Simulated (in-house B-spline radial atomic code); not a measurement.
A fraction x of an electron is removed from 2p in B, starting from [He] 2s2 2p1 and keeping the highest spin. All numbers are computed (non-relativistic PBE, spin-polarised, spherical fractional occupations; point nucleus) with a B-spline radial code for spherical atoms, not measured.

```json
{"x": "0", "E(x) - E(0) (eV)": "0.0000", "2p up level (eV)": "-4.021"}
{"x": "0.11", "E(x) - E(0) (eV)": "0.4914", "2p up level (eV)": "-4.920"}
{"x": "0.2", "E(x) - E(0) (eV)": "0.9683", "2p up level (eV)": "-5.682"}
{"x": "0.29", "E(x) - E(0) (eV)": "1.5149", "2p up level (eV)": "-6.468"}
{"x": "0.45", "E(x) - E(0) (eV)": "2.6649", "2p up level (eV)": "-7.919"}
{"x": "0.5", "E(x) - E(0) (eV)": "3.0726", "2p up level (eV)": "-8.386"}
{"x": "0.6", "E(x) - E(0) (eV)": "3.9586", "2p up level (eV)": "-9.338"}
{"x": "0.67", "E(x) - E(0) (eV)": "4.6360", "2p up level (eV)": "-10.019"}
{"x": "0.83", "E(x) - E(0) (eV)": "6.3659", "2p up level (eV)": "-11.614"}
{"x": "0.99", "E(x) - E(0) (eV)": "8.3554", "2p up level (eV)": "-13.262"}
{"x": "1", "E(x) - E(0) (eV)": "8.4885", "2p up level (eV)": "-"}
```

The exact functional would give a straight line between the two integer points. Deviations E(x) - E(0) - x[E(1) - E(0)], in eV: -0.442 at x = 0.11, -0.729 at x = 0.2, -0.947 at x = 0.29, -1.155 at x = 0.45, -1.172 at x = 0.5, -1.134 at x = 0.6, -1.051 at x = 0.67, -0.68 at x = 0.83, -0.048 at x = 0.99.

The curve lies below the straight line by up to 1.172 eV (at x = 0.5): convex, the delocalisation error that favours fractional charges.

Task: How well does Slater's transition state (minus the level at half occupation) give the ionisation energy?

Result: It gives 8.386 eV against 8.489 eV from the two total energies; NIST lists 8.30 eV, ground level to ground level.
